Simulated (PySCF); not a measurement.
# Stationary points of SeH4

Level of theory: PBE0/[Se def2-TZVP, H def2-TZVP], no relativity, density fitting, PySCF.

Relaxations began from a few typed shapes. The search is not exhaustive: other isomers or separated fragments can lie lower, and high-lying points may rest on an excited occupation.

Question: Order these stationary points by electronic energy, lowest first, in kJ/mol from the lowest minimum.
A. singlet C4v: Se–H 1.545 Å (×4); H–Se–H 84.9° (×4), H–Se–H 145.2° (×2)
B. singlet D4h: Se–H 1.521 Å (×4); H–Se–H 90.0° (×4), H–Se–H 180.0° (×2)
C. singlet Td: Se–H 1.750 Å (×4); H–Se–H 109.5° (×6)
D. singlet C2v: Se–H 1.483 Å (×2), Se–H 1.652 Å (×2); H–Se–H 84.3° (×4), H–Se–H 114.4°, H–Se–H 159.0°

Answer: A (0.0), D (3.0), B (31.0), C (319.3).

Question: Which of them are minima?

Answer: By energy in kJ/mol, 0.0: minimum; 3.0: minimum; 31.0: saddle point, 1 imaginary mode; 319.3: saddle point, 5 imaginary modes.

Counting electrons, selenium keeps 2 of its valence electrons outside its bonds, so the VSEPR class is AX4E1 and the expected shape is see-saw (C2v). The calculation gives C4v instead.
